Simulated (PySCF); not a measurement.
# Core-level binding energies of GeH3PHPF2

GeH3PHPF2, F2GeH4P2.
Cartesian coordinates in Å at the PBE0-D3(BJ)/def2-SVP level; atoms count from 1:
```
atom  x, y, z in Å
F1     3.1058    0.2513    0.8694
P2     1.5709    0.0749    1.3328
F3     1.3872   -1.4734    0.8841
P4     0.5893    0.9860   -0.4572
Ge5   -1.3554   -0.2864   -0.2314
H6     0.0831    2.0719    0.3256
H7    -2.4980    0.5563   -0.8201
H8    -1.1613   -1.5733   -1.0409
H9    -1.6595   -0.6235    1.2401
```

The calculation used delta-SCF UKS SCAN, pcX-2 on the ionised atom, pcseg-1 elsewhere, spin-free X2C (PySCF 2.14.0). Each binding energy is the total energy of the core-ionised species, with the hole localised on one atom, minus that of the ground state; both are solved self-consistently, so orbital relaxation is included.

Q: List the computed XPS lines with their assignment.

A: 
```tsv
atom(s)	bonded to	level	binding energy (eV)	2p1/2 (eV)	above the level's lowest (eV)	count
P2	2 F and P	P 1s	2153.28	–	+3.40	1
P4	H, P and Ge	P 1s	2149.88	–	0.00	1
F1/F3	P	F 1s	692.65	–	0.00	2
P4	H, P and Ge	P 2p3/2	136.38	137.27	0.00	1
```

The listed P 1s values span 3.40 eV, from P4 (bonded to H, P and Ge) to P2 (bonded to 2 F and P). Summing the Pauling electronegativity differences to the bonded atoms, each weighted by its formal bond order, gives -0.17 for the lowest site and +3.58 for the highest.

Q: Which photon energy gives electrons from F 1s of F1/F3 a kinetic energy of 100 eV, and what is their de Broglie wavelength?

A: hν = 692.65 + 100 = 792.65 eV, recoil neglected; λ = 12.264 Å/√(E/eV) = 1.23 Å.

Q: Which effective nuclear charge Zeff reproduces each element's mean 1s value in the hydrogen-like formula E = 13.606 eV × Zeff²?

A: F (Z = 9): mean 692.6 eV, Zeff = 7.14, Z − Zeff = 1.86; P (Z = 15): mean 2151.6 eV, Zeff = 12.58, Z − Zeff = 2.42. Means run over the listed sites, weighted by atom count.

Topologically equivalent atoms share the value of their first member; where this conformer doesn't relate them by symmetry, their own values could differ. The list is incomplete; no value stands for P 2p of P2. The 2p values aren't plain energy differences: one relaxed spin-free 2p hole is combined with a matrix within the shell (ground-state 2p orbital-energy differences and spin–orbit coupling). 2p3/2, the mean of its two sublevels, lies a third of the splitting below the shell's mean and 2p1/2 two thirds above it; the statistical areas are 2:1. 2p1/2 minus 2p3/2 (ligand field included): P 0.89 eV. No level of germanium is listed. Isolated species at its PBE0-D3(BJ)/def2-SVP geometry (one conformer only).
